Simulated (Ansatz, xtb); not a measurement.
# Relaxing a trial structure of FH4SiSn−

The starting geometry of this gas-phase singlet was built from a drawn formula by distance geometry and a force field; its bonds are those of `[F][SnH2][SiH2-]`.

```xyz
7

F    -0.4630   -0.2499    0.8027
Si   -2.5072    1.1365   -1.8491
Sn   -1.1639   -0.7210   -0.9582
H     0.2245   -1.0220   -2.0476
H    -2.1283   -2.1669   -0.8672
H    -3.6446    1.4537   -0.9914
H    -1.7090    2.3798   -1.9547
```

**Question.** Predict what it relaxes into with r2SCAN-D4/def2-SVPD.

**Answer.** It keeps its bonds, and is `[F][SnH2][SiH2-]`.

The energy falls by 0.71 eV over 6 steps:

```
step  E − E(last) (eV)
   1             0.708
   2             0.154
   3             0.015
   4             0.006
   5             0.000
   6             0.000
```

Final geometry (Å):

```yaml
atoms:
  - { symbol: F, position_ang: [-0.4301, -0.3686, 0.7775] }
  - { symbol: Si, position_ang: [-2.7013, 1.2323, -2.1685] }
  - { symbol: Sn, position_ang: [-1.2534, -0.5964, -1.0703] }
  - { symbol: H, position_ang: [0.2208, -1.0718, -1.8951] }
  - { symbol: H, position_ang: [-1.9999, -2.1562, -0.7711] }
  - { symbol: H, position_ang: [-3.5426, 1.4332, -0.8982] }
  - { symbol: H, position_ang: [-1.6850, 2.3374, -1.8398] }
```

From the same start GFN2-xTB ends elsewhere, differing in Sn3–H4 (2.32 against 1.75 Å here), Sn3–H5 (2.32 against 1.75 Å here).

The end wasn't checked by frequencies. Atoms past krypton carry core potentials, without spin–orbit terms. Run with Ansatz 0.2.0, 9.3 s on 2 threads of Intel(R) Xeon(R) 6975P-C (Granite Rapids), with other jobs on the host.
